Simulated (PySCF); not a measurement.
# TiN(OH): from structure and modes to constants

All numbers come from PySCF, PBE0, basis Ti def2-TZVP, N def2-TZVP, O def2-TZVP, H def2-TZVP (no relativity, density fitting).

The singlet minimum has Cs symmetry. Masses (u): Ti 47.94795, N 14.00307, O 15.99492, H 1.00782.

```xyz
4
charge 0 multiplicity 1, angstrom
Ti   -0.3478    0.0000    0.1932
N     0.8054    0.0000    1.2441
O     0.2591    0.0000   -1.5595
H     1.1817    0.0000   -1.8160
```

Harmonic wavenumbers (cm⁻¹): 248.8 (a', ×1), 570.8 (a'', ×1), 590.5 (a', ×1), 707.5 (a', ×1), 1144.2 (a', ×1), 3924.8 (a', ×1).

(1) What is the harmonic zero-point energy?

(2) Find the vibrational entropy and heat capacity at 298.15 K.

Answers

(1) Half the sum of all 6 wavenumbers, 7187/2 = 3593 cm⁻¹, which is 43.0 kJ/mol (1 cm⁻¹ = 0.0119627 kJ/mol).

(2) With u = 1.43878 ω/T, each mode gives S = R[u/(eᵘ−1) − ln(1−e⁻ᵘ)] and C = R u² eᵘ/(eᵘ−1)².
```json
{"ω (cm⁻¹)": "248.8", "u": "1.201", "S (J/(mol K))": "7.28", "C (J/(mol K))": "7.38"}
{"ω (cm⁻¹)": "570.8", "u": "2.755", "S (J/(mol K))": "2.10", "C (J/(mol K))": "4.58"}
{"ω (cm⁻¹)": "590.5", "u": "2.849", "S (J/(mol K))": "1.95", "C (J/(mol K))": "4.40"}
{"ω (cm⁻¹)": "707.5", "u": "3.414", "S (J/(mol K))": "1.24", "C (J/(mol K))": "3.41"}
{"ω (cm⁻¹)": "1144.2", "u": "5.521", "S (J/(mol K))": "0.22", "C (J/(mol K))": "1.02"}
{"ω (cm⁻¹)": "3924.8", "u": "18.940", "S (J/(mol K))": "0.00", "C (J/(mol K))": "0.00"}
```
The sums over all modes are S = 12.8 and C = 20.8 J/(mol K); the softest mode gives 57 % of the entropy.

Other isomers or separated fragments may lie lower.
